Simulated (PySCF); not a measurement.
(E)-1-chloro-3,3-difluoroprop-1-ene (C₃H₃ClF₂), SMILES C(=C\Cl)/C(F)F. The structure is a stationary point at PBE0-D3(BJ)/def2-SVP. Other conformers were not sampled.

These are PBE0-D3(BJ)/def2-SVP (PySCF) values and carry that method's errors.

Harmonic wavenumbers (cm⁻¹): 101, 167, 183, 322, 443, 544, 682, 847, 887, 967, 998, 1145, 1201, 1238, 1293, 1394, 1413, 1742, 3071, 3224, 3242. Rotational constants (GHz): 8.439, 1.176, 1.071; symmetry number 1.

Work out the zero-point energy and the ideal-gas rigid-rotor harmonic-oscillator thermochemistry at 298.15 K and 1 atm.

ZPE = ½ Σ hcν = ½ × 25104 cm⁻¹ = 35.89 kcal/mol. H − E(el) = 40.26 kcal/mol. Entropy in cal/(mol K): translation 40.07, rotation 27.81, vibration 11.92, total 79.80. G − E(el) = 16.47 kcal/mol. Cp = 21.58 cal/(mol K). Modes under 150 cm⁻¹ make the vibrational entropy uncertain.
